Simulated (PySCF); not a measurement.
Zr(F)4 cation (F4Zr), SMILES [F][Zr]([F])([F])[F] (connectivity only; charge and spin as stated), charge +1, multiplicity 2. Atoms are numbered in the order given.

```xyz
5

Zr     0.0000     0.0000    -0.1760
F      0.0000    -1.5562    -1.1813
F      1.0218     0.0000     1.5725
F      0.0000     1.5562    -1.1813
F     -1.0218     0.0000     1.5725
```
Charge +1, spin multiplicity 2.

Geometry optimised at B3LYP-D3(BJ)/def2-SVP. The spin state was assumed, not searched. The isomer is the one that the SMILES or the coordinates give; other isomers of the formula were not compared. The def2 effective core potentials stand for the cores of Zr; spin–orbit coupling is left out.

All values below come from TDA-LC-ωPBE/def2-SVPD in PySCF.

Vertical excitations. Gas-phase values at a fixed geometry.

Computed excitation energies, oscillator strengths and character:
```tsv
state	energy (eV)	λ (nm)	f	main pairs
root 1	1.55	800	0.000	β HOMO−3→LUMO 61 %, β HOMO−6→LUMO 39 %
root 2	2.42	513	0.000	β HOMO−9→LUMO 52 %, β HOMO−4→LUMO 46 %
root 3	2.62	472	0.000	β HOMO−8→LUMO 78 %, β HOMO−2→LUMO 21 %
root 4	2.68	462	0.002	β HOMO−10→LUMO 59 %, β HOMO−5→LUMO 32 %
root 5	4.37	284	0.170	β HOMO−1→LUMO 53 %, β HOMO−5→LUMO 30 %
root 6	5.04	246	0.000	β HOMO→LUMO 98 %
root 7	5.57	223	0.001	β HOMO−2→LUMO 78 %, β HOMO−8→LUMO 21 %
root 8	5.71	217	0.022	β HOMO−1→LUMO 39 %, β HOMO−5→LUMO 27 %, β HOMO−10→LUMO 25 %, β HOMO−7→LUMO 7 %
root 9	5.85	212	0.000	β HOMO−6→LUMO 61 %, β HOMO−3→LUMO 39 %
root 10	6.17	201	0.000	β HOMO−4→LUMO 54 %, β HOMO−9→LUMO 46 %
```
Unrestricted roots are not spin-pure.
